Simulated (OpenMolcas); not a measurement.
Ce3+ with 6 ligands (fluoride) in tetragonal octahedral coordination (D4h). The axial distance is 0.94 times the equatorial one, R.

```yaml
Program: OpenMolcas 26.06
Method: CASSCF
Basis: ANO-RCC-VDZP [7s6p4d2f1g]
Scalar_Hamiltonian: DKH2, point nucleus
Active_space: 1 electron in 7 orbitals (4f)
State_averaging: 2S+1 = 2 odd, 7 roots
Spin-orbit_coupling: state interaction with AMFI integrals over the reference wave functions
```

All ligands move together. At R = 2.32 Å the width of the lowest J multiplet is 1190 cm-1, and at R = 2.43 Å it is 944 cm-1.

Task: A third run gives 1488 cm-1. What distance was it run at?

Result: With a power law R^-n the two known points give n = -ln(944 / 1190) / ln(2.43 / 2.32) = 5.00. Then R = 2.32 × (1190 / 1488)^(1/5.00) = 2.219 Å. The run was at 2.22 Å, so the estimate is off by -0.001 Å.

No measured value stands beside these numbers; the geometry is a model, was not optimised and need not be the one that this ion takes.
